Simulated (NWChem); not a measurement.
System: CBr$_{3}$, doublet; SMILES Br[C](Br)Br

Excerpt of the output:

```
             Northwest Computational Chemistry Package (NWChem) 7.3.0
             --------------------------------------------------------

 C3  symmetry detected

                             Geometry "geometry" -> ""
                             -------------------------

 Output coordinates in angstroms (scale by  1.889725989 to convert to a.u.)

  No.       Tag          Charge          X              Y              Z
 ---- ---------------- ---------- -------------- -------------- --------------
    1 Br                  35.0000     1.07174865     1.50130983    -0.01353719
    2 C                    6.0000    -0.00000000     0.00000000     0.23690081
    3 Br                  35.0000    -1.83604678     0.17750664    -0.01353719
    4 Br                  35.0000     0.76429813    -1.67881647    -0.01353719

 Effective nuclear repulsion energy (a.u.)     787.7769741832

      Symmetry information
      --------------------

 Group name             C3
 Group number              5
 Group order               3
 No. of unique centers     2

  pbe96 is a nonlocal functional; adding pw91lda local functional.

                                 NWChem DFT Module
                                 -----------------

 Summary of "ao basis" -> "ao basis" (spherical)
 ------------------------------------------------------------------------------
       Tag                 Description            Shells   Functions and Types
 ---------------- ------------------------------  ------  ---------------------
 Br                          6-31g*                 12       32   5s4p3d
 C                           6-31g*                  6       14   3s2p1d

      Symmetry analysis of basis
      --------------------------

        a          38
        e+         36
        e-         36

  Rotation of axis

            General Information
            -------------------
          SCF calculation type: DFT
          Wavefunction type:  spin polarized.
          No. of atoms     :     4
          No. of electrons :   111
           Alpha electrons :    56
            Beta electrons :    55
          Charge           :     0
          Spin multiplicity:     2
          Use of symmetry is: on ; symmetry adaption is: on
          Maximum number of iterations: 150
          AO basis - number of functions:   110
                     number of shells:    42
          Convergence on energy requested:  1.00D-06
          Convergence on density requested:  1.00D-05
          Convergence on gradient requested:  5.00D-04

              XC Information
              --------------
          PerdewBurkeErnzerhof Exchange Functional  1.000
            Perdew 1991 LDA Correlation Functional  1.000 local
           PerdewBurkeErnz. Correlation Functional  1.000 non-local

             Grid Information
             ----------------
          Grid used for XC integration:  medium
          Radial quadrature: Mura-Knowles
          Angular quadrature: Lebedev.
          Tag              B.-S. Rad. Rad. Pts. Rad. Cut. Ang. Pts.
          ---              ---------- --------- --------- ---------
          Br                  1.15      112          10.0       590
          C                   0.70       49           7.0       434
          Grid pruning is: on
          Number of quadrature shells:   161
          Spatial weights used:  Erf1

      Superposition of Atomic Density Guess
      -------------------------------------

 Sum of atomic energies:       -7753.92208974

      Non-variational initial energy
      ------------------------------

 Total energy =   -7754.830520
 1-e energy   =  -12368.117294
 2-e energy   =    3825.509799
 HOMO         =      -0.090695
 LUMO         =      -0.013920

   Symmetry analysis of molecular orbitals - initial alpha
   -------------------------------------------------------

  Numbering of irreducible representations:

     1 a           2 e+          3 e-

  Orbital symmetries:

     1 e+          2 e+          3 a           4 e+          5 e+
     6 a           7 a           8 e+          9 e+         10 e+
    11 e+         12 a          13 e+         14 e+         15 a
    16 a          17 a          18 e+         19 e+         20 a
    21 e+         22 e+         23 e+         24 e+         25 a
    26 a          27 e+         28 e+         29 a          30 e+
    31 e+         32 a          33 e+         34 e+         35 e+
    36 e+         37 a          38 a          39 e+         40 e+
    41 e+         42 e+         43 a          44 a          45 e+
    46 e+         47 a          48 e+         49 e+         50 a
    51 e+         52 e+         53 e+         54 e+         55 a
    56 a          57 a          58 e+         59 e+         60 a
    61 e+         62 e+         63 a          64 e+         65 e+
    66 a

   Symmetry analysis of molecular orbitals - initial beta
   ------------------------------------------------------

  Numbering of irreducible representations:

     1 a           2 e+          3 e-

  Orbital symmetries:

     1 e+          2 e+          3 a           4 e+          5 e+
     6 a           7 a           8 e+          9 e+         10 e+
    11 e+         12 a          13 e+         14 e+         15 a
    16 a          17 a          18 e+         19 e+         20 a
    21 e+         22 e+         23 e+         24 e+         25 a
    26 a          27 e+         28 e+         29 a          30 e+
    31 e+         32 a          33 e+         34 e+         35 e+
    36 e+         37 a          38 a          39 e+         40 e+
    41 e+         42 e+         43 a          44 a          45 e+
    46 e+         47 a          48 e+         49 e+         50 a
    51 e+         52 e+         53 e+         54 e+         55 a
    56 a          57 a          58 e+         59 e+         60 a
    61 e+         62 e+         63 a          64 e+         65 e+
    66 a

     ---------------------------------------------
      Total Density - Mulliken Population Analysis
     ---------------------------------------------

    Atom       Charge   Shell Charges
 -----------   ------   -------------------------------------------------------
    1 Br  35    35.14   2.00  2.00  6.00  2.00  5.99  1.56  3.80  0.36  1.38  6.97  2.93  0.14
    2 C    6     5.58   2.00  0.69  1.20  0.71  0.95  0.04
    3 Br  35    35.14   2.00  2.00  6.00  2.00  5.99  1.56  3.80  0.36  1.38  6.97  2.93  0.14
    4 Br  35    35.14   2.00  2.00  6.00  2.00  5.99  1.56  3.80  0.36  1.38  6.97  2.93  0.14

     --------------------------------------------
      Spin Density - Mulliken Population Analysis
     --------------------------------------------

    Atom       Charge   Shell Charges
 -----------   ------   -------------------------------------------------------
    1 Br  35     0.13   0.00  0.00  0.00 -0.00  0.00  0.00  0.08 -0.00  0.04  0.00 -0.00  0.01
    2 C    6     0.60   0.00  0.06  0.23  0.09  0.21  0.00
    3 Br  35     0.13   0.00  0.00  0.00 -0.00  0.00  0.00  0.08 -0.00  0.04  0.00 -0.00  0.01
    4 Br  35     0.13   0.00  0.00  0.00 -0.00  0.00  0.00  0.08 -0.00  0.04  0.00 -0.00  0.01

   convergence    iter        energy       DeltaE   RMS-Dens  Diis-err
 ---------------- ----- ----------------- --------- --------- ---------
 d= 0,ls=0.0,diis     1  -7758.2153987101 -8.55D+03  1.41D-02  3.37D-01
                                                     1.02D-02  3.08D-01
 d= 0,ls=0.0,diis     2  -7757.3536974226  8.62D-01  7.61D-03  2.05D+00
                                                     7.96D-03  2.14D+00

 !! scf_movecs_sym_adapt:    2 vectors were symmetry contaminated

  Symmetry fudging
 d= 0,ls=0.0,diis     3  -7758.3775059976 -1.02D+00  1.17D-03  5.01D-03
                                                     8.44D-04  4.63D-03
 d= 0,ls=0.0,diis     4  -7758.3785635822 -1.06D-03  7.24D-04  1.67D-03
                                                     4.14D-04  1.76D-03
 d= 0,ls=0.0,diis     5  -7758.3795009168 -9.37D-04  1.43D-04  1.34D-04
                                                     9.35D-05  1.47D-04
  Resetting Diis
 d= 0,ls=0.0,diis     6  -7758.3795785020 -7.76D-05  5.51D-05  5.43D-06
                                                     1.83D-05  2.03D-06
 d= 0,ls=0.0,diis     7  -7758.3795825274 -4.03D-06  5.33D-06  8.02D-08
                                                     9.69D-06  2.86D-07
 d= 0,ls=0.0,diis     8  -7758.3795823524  1.75D-07  7.92D-06  7.24D-07
                                                     5.12D-06  5.56D-07

         Total DFT energy =    -7758.379582352361
      One electron energy =   -12366.475636952751
           Coulomb energy =     4098.421164922663
    Exchange-Corr. energy =     -278.102084505481
 Nuclear repulsion energy =      787.776974183209

 Numeric. integr. density =      111.000004069972

                  Occupations of the irreducible representations
                  ----------------------------------------------

                     irrep           alpha         beta
                     --------     --------     --------
                     a                20.0         19.0
                     e+               36.0         36.0
                     e-                0.0          0.0

                    DFT Final Alpha Molecular Orbital Analysis
                    ------------------------------------------

 Vector   54  Occ=1.000000D+00  E=-2.817242D-01  Symmetry=e+
              MO Center= -6.3D-01,  4.4D-02,  2.4D-02, r^2= 4.5D+00
   Bfn.  Coefficient  Atom+Function         Bfn.  Coefficient  Atom+Function
  ----- ------------  ---------------      ----- ------------  ---------------
    59      0.577375  3 Br pz                91     -0.295546  4 Br pz
    13     -0.281829  1 Br pz                55     -0.257816  3 Br pz
    63      0.245080  3 Br pz                89     -0.241532  4 Br px
    11     -0.239364  1 Br px                57     -0.217714  3 Br px
    87      0.131971  4 Br pz                 9      0.125845  1 Br pz

 Vector   55  Occ=1.000000D+00  E=-2.573954D-01  Symmetry=a
              MO Center= -3.7D-15, -3.3D-14, -1.2D-02, r^2= 5.0D+00
   Bfn.  Coefficient  Atom+Function         Bfn.  Coefficient  Atom+Function
  ----- ------------  ---------------      ----- ------------  ---------------
    58      0.489222  3 Br py                89     -0.447327  4 Br px
    11      0.400030  1 Br px                12     -0.285572  1 Br py
    54     -0.216462  3 Br py                62      0.208890  3 Br py
    90     -0.203650  4 Br py                85      0.197925  4 Br px
    93     -0.191000  4 Br px                 7     -0.176998  1 Br px

 Vector   56  Occ=1.000000D+00  E=-1.778383D-01  Symmetry=a
              MO Center= -7.7D-16, -1.5D-16,  1.8D-01, r^2= 3.4D+00
   Bfn.  Coefficient  Atom+Function         Bfn.  Coefficient  Atom+Function
  ----- ------------  ---------------      ----- ------------  ---------------
    37      0.499590  2 C  pz                41      0.423725  2 C  pz
    13     -0.339584  1 Br pz                59     -0.339584  3 Br pz
    91     -0.339584  4 Br pz                38      0.241276  2 C  s
    17     -0.195918  1 Br pz                63     -0.195918  3 Br pz
    95     -0.195918  4 Br pz                 9      0.146563  1 Br pz

 Vector   57  Occ=0.000000D+00  E=-1.024975D-01  Symmetry=a
              MO Center=  2.7D-14, -6.3D-14, -4.0D-02, r^2= 4.8D+00
   Bfn.  Coefficient  Atom+Function         Bfn.  Coefficient  Atom+Function
  ----- ------------  ---------------      ----- ------------  ---------------
    38      1.130153  2 C  s                 57     -0.397698  3 Br px
    61     -0.370963  3 Br px                90     -0.363640  4 Br py
    94     -0.339196  4 Br py                12      0.325193  1 Br py
    16      0.303331  1 Br py                34      0.288793  2 C  s
    11      0.232145  1 Br px                15      0.216542  1 Br px

 Vector   58  Occ=0.000000D+00  E=-1.820379D-02  Symmetry=e+
              MO Center=  5.3D-01, -3.7D-02,  4.6D-02, r^2= 4.4D+00
   Bfn.  Coefficient  Atom+Function         Bfn.  Coefficient  Atom+Function
  ----- ------------  ---------------      ----- ------------  ---------------
    40      0.852551  2 C  py                94      0.545213  4 Br py
    36      0.538605  2 C  py                16      0.483327  1 Br py
    15      0.424051  1 Br px                14     -0.407036  1 Br s
    92      0.400669  4 Br s                 93     -0.322294  4 Br px
    90      0.285302  4 Br py                12      0.249841  1 Br py

 Vector   59  Occ=0.000000D+00  E=-1.820379D-02  Symmetry=e+
              MO Center= -5.3D-01,  3.7D-02,  4.6D-02, r^2= 4.4D+00
   Bfn.  Coefficient  Atom+Function         Bfn.  Coefficient  Atom+Function
  ----- ------------  ---------------      ----- ------------  ---------------
    39      0.852551  2 C  px                61      0.729722  3 Br px
    35      0.538605  2 C  px                60      0.466329  3 Br s
    57      0.391037  3 Br px                94     -0.388322  4 Br py
    16      0.358024  1 Br py                56     -0.277977  3 Br s
    92     -0.238679  4 Br s                 14     -0.227650  1 Br s

                     DFT Final Beta Molecular Orbital Analysis
                     -----------------------------------------

 Vector   53  Occ=1.000000D+00  E=-2.768388D-01  Symmetry=e+
              MO Center= -6.1D-01, -4.9D-01,  1.4D-02, r^2= 4.2D+00
   Bfn.  Coefficient  Atom+Function         Bfn.  Coefficient  Atom+Function
  ----- ------------  ---------------      ----- ------------  ---------------
    59      0.569125  3 Br pz                91     -0.484419  4 Br pz
    55     -0.254231  3 Br pz                63      0.242506  3 Br pz
    87      0.216393  4 Br pz                95     -0.206413  4 Br pz
    57     -0.166145  3 Br px                89     -0.156950  4 Br px
    11     -0.153148  1 Br px                90      0.090482  4 Br py

 Vector   54  Occ=1.000000D+00  E=-2.768388D-01  Symmetry=e+
              MO Center=  6.1D-01,  4.9D-01,  1.4D-02, r^2= 4.2D+00
   Bfn.  Coefficient  Atom+Function         Bfn.  Coefficient  Atom+Function
  ----- ------------  ---------------      ----- ------------  ---------------
    13      0.608264  1 Br pz                91     -0.377489  4 Br pz
     9     -0.271715  1 Br pz                17      0.259184  1 Br pz
    59     -0.230775  3 Br pz                87      0.168626  4 Br pz
    12      0.164348  1 Br py                90      0.160545  4 Br py
    95     -0.160849  4 Br pz                58      0.151350  3 Br py

 Vector   55  Occ=1.000000D+00  E=-2.558590D-01  Symmetry=a
              MO Center= -3.9D-14, -7.5D-14, -1.2D-02, r^2= 5.0D+00
   Bfn.  Coefficient  Atom+Function         Bfn.  Coefficient  Atom+Function
  ----- ------------  ---------------      ----- ------------  ---------------
    58      0.489358  3 Br py                89     -0.447452  4 Br px
    11      0.400142  1 Br px                12     -0.285651  1 Br py
    54     -0.216494  3 Br py                62      0.208771  3 Br py
    90     -0.203707  4 Br py                85      0.197954  4 Br px
    93     -0.190892  4 Br px                 7     -0.177024  1 Br px

[...]

                         DFT ENERGY GRADIENTS

    atom               coordinates                        gradient
                 x          y          z           x          y          z
   1 Br      2.025311   2.837064  -0.025582   -0.006425  -0.009004   0.002018
   2 C      -0.000000   0.000000   0.447678    0.000000   0.000000  -0.006054
   3 Br     -3.469625   0.335439  -0.025582    0.011010  -0.001062   0.002018
   4 Br      1.444314  -3.172503  -0.025582   -0.004585   0.010066   0.002018
```

Level: PBE/6-31G* (spherical d), spin-unrestricted. In the optimisation the excess spin sits in a (C3, its own frame). Geometry: optimised at PBE0/def2-SVP, spin-unrestricted. No stability test was run on the SCF state.

Write an input that gives this output.

Several could match; the one computed here: the input that was run:
```
start job
memory heap 200 mb stack 900 mb global 1100 mb
geometry units angstroms noautoz
  Br    -1.602531     0.913494     0.010161
  C      0.000000     0.000000     0.260599
  Br     0.010156    -1.844579     0.010161
  Br     1.592375     0.931085     0.010161
end
basis spherical
  * library 6-31g*
end
dft
  odft
  mult 2
  xc xpbe96 cpbe96
  iterations 150
  mulliken
end
task dft gradient
```
